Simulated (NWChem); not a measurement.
System meant: CdH$_{2}$O; SMILES [OH][CdH]

The following NWChem deck was run.

```
start job
memory heap 200 mb stack 900 mb global 1100 mb
geometry units angstroms noautoz
  Cd    -0.387491     0.124271     0.000000
  H     -0.704153     1.736490     0.000000
  O     -0.123332    -1.824649     0.000000
  H      0.799910    -2.098147     0.000000
end
basis spherical
  * library def2-svp
end
dft
  xc pbe0
  iterations 150
  mulliken
end
task dft energy
```

End of the output:

```
             Northwest Computational Chemistry Package (NWChem) 7.3.0
             --------------------------------------------------------

 CS  symmetry detected

                             Geometry "geometry" -> ""
                             -------------------------

 Output coordinates in angstroms (scale by  1.889725989 to convert to a.u.)

  No.       Tag          Charge          X              Y              Z
 ---- ---------------- ---------- -------------- -------------- --------------
    1 Cd                  48.0000    -0.00398401     0.28400767     0.00000000
    2 H                    1.0000    -0.04642273     1.92648260     0.00000000
    3 O                    8.0000    -0.06964547    -1.68163668     0.00000000
    4 H                    1.0000     0.79481887    -2.10575735     0.00000000

 Effective nuclear repulsion energy (a.u.)     134.5587308505

      Symmetry information
      --------------------

 Group name             Cs
 Group number              2
 Group order               2
 No. of unique centers     4

                                 NWChem DFT Module
                                 -----------------

 Summary of "ao basis" -> "ao basis" (spherical)
 ------------------------------------------------------------------------------
       Tag                 Description            Shells   Functions and Types
 ---------------- ------------------------------  ------  ---------------------
 Cd                         def2-svp                11       31   5s3p2d1f
 H                          def2-svp                 3        5   2s1p
 O                          def2-svp                 6       14   3s2p1d

      Symmetry analysis of basis
      --------------------------

        a'         39
        a"         16

            General Information
            -------------------
          SCF calculation type: DFT
          Wavefunction type:  closed shell.
          No. of atoms     :     4
          No. of electrons :    58
           Alpha electrons :    29
            Beta electrons :    29
          Charge           :     0
          Spin multiplicity:     1
          Use of symmetry is: on ; symmetry adaption is: on
          Maximum number of iterations: 150
          AO basis - number of functions:    55
                     number of shells:    23
          Convergence on energy requested:  1.00D-06
          Convergence on density requested:  1.00D-05
          Convergence on gradient requested:  5.00D-04

              XC Information
              --------------
                         PBE0 Method XC Functional
                     Hartree-Fock (Exact) Exchange  0.250
          PerdewBurkeErnzerhof Exchange Functional  0.750
            Perdew 1991 LDA Correlation Functional  1.000 local
           PerdewBurkeErnz. Correlation Functional  1.000 non-local

             Grid Information
             ----------------
          Grid used for XC integration:  medium
          Radial quadrature: Mura-Knowles
          Angular quadrature: Lebedev.
          Tag              B.-S. Rad. Rad. Pts. Rad. Cut. Ang. Pts.
          ---              ---------- --------- --------- ---------
          Cd                  1.55      123           9.0       590
          H                   0.35       45          11.0       434
          O                   0.60       49          10.0       434
          Grid pruning is: on
          Number of quadrature shells:   262
          Spatial weights used:  Erf1

      Superposition of Atomic Density Guess
      -------------------------------------

 Sum of atomic energies:       -1283.90952617

      Non-variational initial energy
      ------------------------------

 Total energy =   -1286.614020
 1-e energy   =   -2047.006135
 2-e energy   =     625.833384
 HOMO         =      -2.130312
 LUMO         =      -1.339969

      Symmetry analysis of molecular orbitals - initial
      -------------------------------------------------

  Numbering of irreducible representations:

     1 a'          2 a"

  Orbital symmetries:

     1 a'          2 a'          3 a'          4 a'          5 a"
     6 a'          7 a'          8 a'          9 a"         10 a'
    11 a"         12 a'         13 a'         14 a"         15 a'
    16 a"         17 a'         18 a"         19 a'         20 a'
    21 a'         22 a"         23 a'         24 a'         25 a'
    26 a"         27 a'         28 a"         29 a'         30 a'
    31 a'         32 a"         33 a'         34 a'         35 a"
    36 a'         37 a'         38 a'         39 a'

     ---------------------------------------------
      Total Density - Mulliken Population Analysis
     ---------------------------------------------

    Atom       Charge   Shell Charges
 -----------   ------   -------------------------------------------------------
    1 Cd  48    55.13   2.00  2.01  2.04  2.59 -0.55  6.02  6.85 -0.43 10.04 10.55 14.00
    2 H    1    -0.29   0.07 -0.35 -0.01
    3 O    8     3.07   1.99  0.84  0.77  0.16 -0.68 -0.01
    4 H    1     0.09   0.06  0.03  0.00

[...]
```

### Question
Can this run be used? If not, why, and what is the fix?

### Answer
The run ends normally but its numbers are meaningless: the def2 basis of a heavy element holds valence functions alone and wants its effective core potential (without it all electrons must fit into that basis). This input runs:
```
start job
memory heap 200 mb stack 900 mb global 1100 mb
geometry units angstroms noautoz
  Cd    -0.387491     0.124271     0.000000
  H     -0.704153     1.736490     0.000000
  O     -0.123332    -1.824649     0.000000
  H      0.799910    -2.098147     0.000000
end
basis spherical
  * library def2-svp
end
ecp
  Cd library def2-ecp
end
dft
  xc pbe0
  iterations 150
  mulliken
end
task dft energy
```
It converges to -243.98487 Ha (PBE0/def2-SVP with def2 effective core potentials on Cd). The faulty run gave -1390.265 Ha, with all electrons squeezed into the valence basis.
